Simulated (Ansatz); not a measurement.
Total energies of (I2In-mu-Cl)2 (In2I4Cl2) from Ansatz at PBE0-D4/def2-SVP, gas phase (1 Eh = 27.2114 eV = 2625.5 kJ/mol). The reference geometry is relaxed at PBE-D4/def2-SVP.

Cartesian coordinates in Å:
```
In -1.815 0.290 0.283
I -3.454 -1.599 -0.659
I -2.455 2.539 1.579
Cl -0.102 0.869 -1.547
In 1.815 -0.290 -0.283
I 2.444 -2.536 -1.589
I 3.462 1.591 0.664
Cl 0.104 -0.864 1.550
```

```
                 state   geometry  energy (Eh)
      charge 0 singlet  reference  -2491.31879
      charge 1 doublet  reference  -2490.97665
     charge -1 doublet  reference  -2491.39439
free In atom (doublet)          –   -190.10951
 free I atom (doublet)          –   -297.68435
free Cl atom (doublet)          –   -459.83853
```

In the def2 sets I, In take a core potential; there is no spin–orbit coupling.

(1) Work out the vertical ionisation energy to the doublet.

(2) Work out the vertical electron affinity, to the doublet.

(3) Give the fundamental gap IE − EA, the Mulliken electronegativity (IE + EA)/2 and the hardness (IE − EA)/2.

(4) What is the binding energy per atom against free atoms?

(1) E(charge 1 doublet) − E(charge 0 singlet) = -2490.97665 − (-2491.31879) = 0.34214 Eh = 9.31 eV. For comparison, −ε of the highest occupied level is 7.95 eV at this level, 1.36 eV less.

(2) E(charge 0 singlet) − E(charge -1 doublet) = -2491.31879 − (-2491.39439) = 0.07560 Eh = 2.06 eV. The basis lacks diffuse functions, which makes affinities too small.

(3) From the values in Eh: IE − EA = 0.34214 − 0.07560 = 0.26654 Eh = 7.25 eV; (IE + EA)/2 = 5.68 eV; (IE − EA)/2 = 3.63 eV. The HOMO–LUMO gap of the same run is 4.60 eV, 2.65 eV smaller than the fundamental gap.

(4) Atoms: 2 × (-190.10951) + 4 × (-297.68435) + 2 × (-459.83853) = -2490.63348 Eh. Binding: -2490.63348 − (-2491.31879) = 0.68531 Eh = 18.65 eV, or 2.33 eV for each of 8 atoms (no zero-point energy, no counterpoise term).
